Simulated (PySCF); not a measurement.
Sb(H)(OH)2 (H3O2Sb), SMILES [OH][SbH][OH].

Geometry optimised at PBE0-D3(BJ)/def2-TZVP. The def2 effective core potentials stand for the cores of Sb; spin–orbit coupling is left out. One conformer was computed; it need not be the lowest.

Calculation: TDA-PBE0/def2-SVPD (PySCF).

Vertical excitations. 

| state | energy (eV) | λ (nm) | f | main pairs |
|---|---|---|---|---|
| S1 | 5.68 | 218 | 0.061 | HOMO→LUMO 51 %, HOMO→LUMO+1 43 % |
| S2 | 5.82 | 213 | 0.089 | HOMO→LUMO+1 50 %, HOMO→LUMO 42 % |
| S3 | 6.40 | 194 | 0.008 | HOMO−1→LUMO 67 %, HOMO−2→LUMO 27 % |
| S4 | 6.59 | 188 | 0.020 | HOMO−1→LUMO+1 76 %, HOMO−2→LUMO+1 12 % |
| S5 | 6.69 | 185 | 0.017 | HOMO−2→LUMO 47 %, HOMO−2→LUMO+1 41 %, HOMO−1→LUMO 9 % |
| S6 | 6.97 | 178 | 0.168 | HOMO→LUMO+2 96 % |
| S7 | 7.30 | 170 | 0.143 | HOMO−2→LUMO+1 34 %, HOMO−1→LUMO 16 %, HOMO−1→LUMO+1 15 %, HOMO−2→LUMO 15 % |
| S8 | 7.88 | 157 | 0.019 | HOMO−3→LUMO 78 %, HOMO→LUMO+3 12 % |
| S9 | 7.96 | 156 | 0.077 | HOMO→LUMO+3 61 %, HOMO−1→LUMO+2 11 % |
| S10 | 8.09 | 153 | 0.045 | HOMO→LUMO+4 55 %, HOMO−3→LUMO+1 30 % |
| T1 | 4.47 | 277 | 0 | HOMO→LUMO 96 % |
| T2 | 4.70 | 264 | 0 | HOMO→LUMO+1 96 % |
| T3 | 5.96 | 208 | 0 | HOMO−1→LUMO 70 %, HOMO−2→LUMO 19 % |
| T4 | 6.11 | 203 | 0 | HOMO−1→LUMO+1 51 %, HOMO−2→LUMO+1 29 %, HOMO−1→LUMO 11 % |
Triplets are in the Tamm–Dancoff approximation.
